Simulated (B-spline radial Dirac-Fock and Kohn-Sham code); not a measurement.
Compton profile of Yb⁶⁷⁺

System: ytterbium as Yb⁶⁷⁺, 1s2 2s1.

Input file task.json (cfg lists n, l and occupation; rrms is the nuclear radius in fm):

```json
{"items": [{
  "Z": 70,
  "q": 67,
  "cfg": [[1, 0, 2], [2, 0, 1]],
  "A": 174,
  "rrms": 5.3108,
  "do": ["scatter"],
  "s": [0.0, 0.05, 0.1, 0.15, 0.2, 0.25, 0.3, 0.35, 0.4, 0.45, 0.5, 0.6, 0.7, 0.8, 0.9, 1.0, 1.1, 1.2, 1.4, 1.6, 1.8, 2.0, 2.5, 3.0, 3.5, 4.0, 5.0, 6.0],
  "pz": [0, 0.1, 0.14, 0.2, 0.29, 0.41, 0.58, 0.83, 1.2, 1.7, 2.4, 3.4, 4.8, 6.9, 9.8, 14.0, 20.0, 28.0, 40.0, 57.0, 81.0],
  "hv_scatter": [2000, 10000, 17479.3, 20000, 30000, 50000, 200000, 1000000]
}]}
```

Command: `python xray_run.py task.json out`

Model: the impulse approximation on relativistic Hartree-Fock (Dirac-Fock) wave functions, averaged over the configuration. Program: a radial B-spline solver. pz is in atomic units of momentum; subshell profiles are per electron, for a selection of subshells; open shells are spread over both j values by their weights.

| pz | J total | J 1s1/2 | J 2s1/2 |
| --- | --- | --- | --- |
| 4.8 | 0.05340 | 0.0107 | 0.0320 |
| 6.9 | 0.04920 | 0.0106 | 0.0281 |
| 9.8 | 0.04237 | 0.0103 | 0.0218 |
| 14 | 0.03267 | 0.00978 | 0.0131 |
| 20 | 0.02272 | 0.00883 | 0.00506 |
| 28 | 0.01619 | 0.00737 | 0.00146 |
| 40 | 0.01144 | 0.00521 | 0.00102 |
| 57 | 0.006631 | 0.00293 | 0.000768 |
| 81 | 0.002821 | 0.00125 | 0.000320 |

**Question.** What is the peak value J(0), and which subshell contributes most to it?

**Answer.** J(0) = 0.05790. The 2s1/2 subshell gives the largest part, 63 %.

Mean momentum ⟨p⟩ by subshell (a.u.): 1s1/2 71.3, 2s1/2 27.1.

Values without a named source are computed, but for edge energies of neutral atoms, which are taken from tables.
